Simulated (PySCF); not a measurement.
The numbers are results of ωB97X-D3(BJ)/def2-TZVP // PBE0-D3(BJ)/def2-TZVP (PySCF), not measurements. All species are isolated molecules in the gas phase. One relaxed conformer stands for a flexible species; it need not be the lowest. Excitations are Tamm–Dancoff values on a coarser integration grid. The basis has no diffuse functions, so Rydberg states are missing or too high.

Reference species (SMILES): `O[SiH2]O` (H–O–Si–O torsion 66°, O–Si–O–H torsion 66°) (neutral, multiplicity 1).

| Property | Result |
|---|---|
| HOMO–LUMO gap | 13.89 eV |
| S1–T1 gap (TDA) | 0.40 eV |

Changed species: `[SiH](O)(O)O` (1 of 4 OH replaced by H; the reference has 2 of 4 OH replaced by H).

Q: Predict the effect on the HOMO–LUMO gap and S1–T1 gap (TDA).

A: the HOMO–LUMO gap rises by 0.25 eV, to 14.14 eV; the S1–T1 gap (TDA) rises by 0.10 eV, to 0.50 eV.
